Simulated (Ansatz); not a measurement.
`CBO[SiH](O)F` and `CO[SiH](O)F` differ in one atom or group.

Ansatz, PBE0-D4/def2-TZVP geometries, multiplicity 1. Each molecule was computed in one conformer, which needn't be the lowest.

| property | `CBO[SiH](O)F` |
| --- | --- |
| HOMO–LUMO gap (ωB97M-V/def2-TZVPP) / eV | 12.59 |
| LUMO energy (B3LYP/def2-TZVPP) / eV | -0.47 |
| LUMO energy (PBE0/def2-TZVPP) / eV | -0.22 |
| LUMO energy (PBE/def2-TZVPP) / eV | -1.24 |
| HOMO–LUMO gap (PBE/def2-TZVPP) / eV | 5.82 |
| size of the dipole moment (ωB97M-V/def2-TZVPP) / D | 1.44 |

(1) What does the change do to each property? (Best estimate.)

## Answers

(1) Ansatz gave: 
```tsv
property	`CO[SiH](O)F`	shift
HOMO–LUMO gap (ωB97M-V/def2-TZVPP) / eV	13.52	0.93
LUMO energy (B3LYP/def2-TZVPP) / eV	0.50	0.97
LUMO energy (PBE0/def2-TZVPP) / eV	0.87	1.09
LUMO energy (PBE/def2-TZVPP) / eV	-0.04	1.20
HOMO–LUMO gap (PBE/def2-TZVPP) / eV	7.07	1.25
size of the dipole moment (ωB97M-V/def2-TZVPP) / D	1.77	0.33
```

With PBE0 the HOMO falls by 0.20 eV and the LUMO rises by 1.09 eV, so the gap widens by about 1.29 eV. PBE moves the HOMO by -0.05 eV and ωB97M-V by -0.26 eV. Dipoles are sizes alone; their direction can turn.

B3LYP here is the variant with VWN-RPA as its local correlation; programs differ in this.
